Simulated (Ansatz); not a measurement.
Consider the atomization: `[OH][GeH]([OH])[GeH3]` → 2 Ge• + 6 H• + 2 O•.

Gas-phase electronic energies from Ansatz, PBE0-D4/def2-TZVP geometries. CBS: MP2 limit from def2 TZ/QZ plus the TZ coupled-cluster correction, frozen cores. This one scheme is used for every species, atoms too. No spin–orbit coupling; open shells (•) take unrestricted orbitals. Spin–orbit coupling would lower the free atoms: a little for O; clearly for Ge. Bonds to Ge are less sure, by a few kJ/mol each and by 10 to 20 or more in all where they break to atoms, as the def2 sets lack core-valence functions. Scalar relativity is left out up to krypton. One conformer a species, not always the lowest.

| level | ΔE (eV) |
| --- | --- |
| HF/def2-TZVPP | 21.94 |
| HF/CBS(def2) | 21.97 |

Problem. What does CCSD(T)/CBS give? (An estimate is asked.)

Solution. Computed: +32.17 eV. The listed levels differ from it by -10.23, -10.20 eV.

Largest T1 diagnostic among the species: 0.012.

The D4 term adds +0.32 eV with B3LYP and +0.17 eV with PBE0; it sums over pairs of atoms, weighted by their polarisabilities, and B3LYP, whose exchange is more repulsive, gets the larger term. In def2-TZVPP, CCSD(T) changes the Hartree–Fock value by +9.48 eV (the triples alone add +0.49 eV) and MP2 by +9.76 eV; breaking electron pairs costs correlation energy, which Hartree–Fock lacks. From PBE to PBE0 (25 % exact exchange), in def2-TZVPP and without D4, ΔE moves by −0.60 eV: exact exchange takes away binding that semilocal exchange gives to molecules.

B3LYP here is the variant with VWN-RPA as its local correlation; programs differ in this.

For atomizations the MP2-based limit and the directly extrapolated one differ by several kJ/mol either way, and by 10 to 25 for some Ge, Se and Sn compounds, so smaller differences from it don't rank the levels.
